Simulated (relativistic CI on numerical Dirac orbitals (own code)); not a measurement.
Tb⁴³⁺: sensitivity of the levels to the model

Base calculation: Dirac-Coulomb-Breit CI, orbitals from a KLI potential per configuration, a model potential for QED, unscaled Slater integrals.

Configuration list (outside the closed core [Ne]): 3s²3p⁶3d⁴, 3s²3p⁵3d⁵, 3s3p⁶3d⁵, 3s²3p⁶3d³4s, 3s²3p⁶3d³4p, 3s²3p⁶3d³4d, 3s²3p⁵3d⁴4s, 3s²3p⁶3d³4f, 3s²3p⁵3d⁴4p, 3s3p⁶3d⁴4s, 3p⁶3d⁵4p, 3s3p⁶3d⁴4p, 3s²3p⁶3d²4s4p, 3s²3p⁶3d³5s, 3s3p⁶3d⁴4d, 3s²3p⁶3d³5p, 3s²3p⁶3d³5d, 3s²3p⁶3d³5g, 3s²3p⁶3d³6s, 3p⁶3d⁶, 3p⁵3d⁷, 3p⁵3d⁶4s, 3p⁶3d⁵4s, 3p⁵3d⁵4s², 3s²3p⁶3d²4s², 3s²3p⁶3d4s²4p, 3s²3p⁶3d4s²4d, 3s²3p⁶3d²4p², 3s²3p⁶3d4s4p², 3s²3p⁶3d4p³, 3s²3p⁶3d4p²4d, 3s²3p⁵3d²4s4p², 3s²3p⁶3d²4s4d, 3s²3p⁶3d4s4p4d, 3s²3p⁶3d4s4d², 3s²3p⁵3d²4s²4d, 3s3p⁶3d³4s², 3s3p⁶3d²4s²4p, 3s3p⁶3d²4s²4d. Double excitations out of closed p, d and f shells are left out; levels of such configurations are missing from the list, as are those of other unlisted configurations, and high levels can miss mixing partners. These lack a partner that the ground configuration has and come out too high: 3s²3p⁵3d⁴4p.

Variants: (1) only the first 3 configurations; (2) one mean potential for all configurations. Shifts of the energy above 3s²3p⁶3d⁴ ³P0, in cm⁻¹, for the lowest level and the first level of each name with at least 55 % of one term (blank where a level changes its place among those of its configuration and J or its character, or is not in the variant):

```csv
Level,Base,Δ(1),Δ(2)
3s²3p⁶3d⁴ ³P0,0,0,0
3s²3p⁶3d⁴ ⁵D1,250628,-356,+55
3s²3p⁶3d⁴ ⁵D0,566553,-520,+111
3s²3p⁶3d⁴ ³H5,628755,-1341,+117
3s²3p⁶3d⁴ ³G4,687027,-1208,+119
3s²3p⁶3d⁴ ³G5,954601,-1248,+177
3s²3p⁶3d⁴ ³D1,955031,-636,+166
3s²3p⁶3d⁴ ¹S0,1115823,-5,+156
3s²3p⁶3d⁴ ¹D2,1175034,-271,+167
```

At this charge energies of transitions that change n are usually good to better than 1 %, and those within a shell (Δn = 0) to a few per cent.

Ionisation energy from the two ground configurations alone: base 3457.87 eV. The NIST ASD value (theoretical) is 3458 eV.

LS names give the leading component of a level, which can be under half, so a name can repeat, a term be missing and a line seem to break the LS rules.
